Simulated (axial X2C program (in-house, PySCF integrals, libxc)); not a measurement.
## LuF⁺: properties at the nuclei

Calculated with an axial X2C code built on PySCF integrals: two-component X2C with atomic mean-field Coulomb and Gaunt terms, Gaussian nuclei, basis Lu dyall-cv3z, F dyall-av3z with contracted cores.

R = 1.860 Å (near the PBE0 minimum at charge 1 of the determinant lowest at the starting distance; the state shown can have its own minimum elsewhere).

Determinant lowest in the PBE0 search, Ω = 1/2 (⟨Sz⟩ = 0.50, ⟨Lz⟩ = 0.00 at PBE0), spin on the atoms Lu 0.51, F -0.01:

```
level  Eeff magnitude (GV/cm)  Ws magnitude Lu (kHz)  A∥/gI Lu (MHz)  qzz Lu (a.u.)  A∥/gI F (MHz)  qzz F (a.u.)
 PBE0                    23.5                   41.8           13400          -5.99           32.4          0.05
   HF                    30.1                   53.4           12500          -6.90           25.2         -0.06
TPSSh                    21.1                   37.2           13200          -5.81           31.9          0.04
 BP86                    22.7                   40.2           13500          -5.78           38.7          0.04
  PBE                    22.3                   39.5           13300          -5.78           36.5          0.05
```

Determinant 1.60 eV from it at PBE0 and this distance, Ω = 3/2 (⟨Sz⟩ = -0.49, ⟨Lz⟩ = 1.99 at PBE0), spin on the atoms Lu -0.50, F 0.00:

```json
{"level": "PBE0", "Eeff magnitude (GV/cm)": "1.33", "Ws magnitude Lu (kHz)": "0.618", "A∥/gI Lu (MHz)": "843", "qzz Lu (a.u.)": "-2.53", "A∥/gI F (MHz)": "1.43", "qzz F (a.u.)": "0.04"}
{"level": "HF", "Eeff magnitude (GV/cm)": "2.27", "Ws magnitude Lu (kHz)": "1.15", "A∥/gI Lu (MHz)": "821", "qzz Lu (a.u.)": "-2.88", "A∥/gI F (MHz)": "1.86", "qzz F (a.u.)": "-0.08"}
{"level": "TPSSh", "Eeff magnitude (GV/cm)": "1.19", "Ws magnitude Lu (kHz)": "0.532", "A∥/gI Lu (MHz)": "907", "qzz Lu (a.u.)": "-2.49", "A∥/gI F (MHz)": "1.63", "qzz F (a.u.)": "0.03"}
{"level": "BP86", "Eeff magnitude (GV/cm)": "0.93", "Ws magnitude Lu (kHz)": "0.392", "A∥/gI Lu (MHz)": "820", "qzz Lu (a.u.)": "-2.52", "A∥/gI F (MHz)": "1.17", "qzz F (a.u.)": "0.04"}
{"level": "PBE", "Eeff magnitude (GV/cm)": "0.969", "Ws magnitude Lu (kHz)": "0.413", "A∥/gI Lu (MHz)": "844", "qzz Lu (a.u.)": "-2.51", "A∥/gI F (MHz)": "1.72", "qzz F (a.u.)": "0.06"}
```

Eeff is the effective electric field on the electron electric dipole moment in this Ω state and Ws the scalar–pseudoscalar constant of the nucleus named (defined with the proton number Z and per Ω); A∥ (defined per Ω) follows by multiplying with gI = μI/(I μN); qzz is the electric field gradient, eQq0 = 234.96 MHz × Q/barn × qzz. The operators were transformed with the bare-nucleus X2C matrices; with these basis sets, hyperfine constants and field gradients can be off by tens of per cent, and where levels differ in sign neither size nor sign is settled.

With gI(175Lu) = 0.6378, Q(175Lu) = 3.49 barn, gI(19F) = 5.2577 (g factors from the IAEA table of nuclear moments by Stone; Q from Pyykkö, Mol. Phys. 2018), turn the PBE0 values of the first state into constants in MHz.

A∥(175Lu) = 13400 × 0.6378 = 8550 MHz; eQq0(175Lu) = 234.96 × (3.49) × (-5.99) = -4910 MHz; A∥(19F) = 32.4 × 5.2577 = 170 MHz.

Each state is one determinant with collinear spin. Unrestricted Hartree–Fock can overshoot spin polarisation at the nuclei. Where Eeff spreads by more than a factor of two the levels disagree and none is to be relied on. The search compared states at one distance, so a state with another bond length can lie lower. Further determinants of the search, some of them spin-mixed, are not shown. PBE0 term energies can be off by some tenths of an eV.
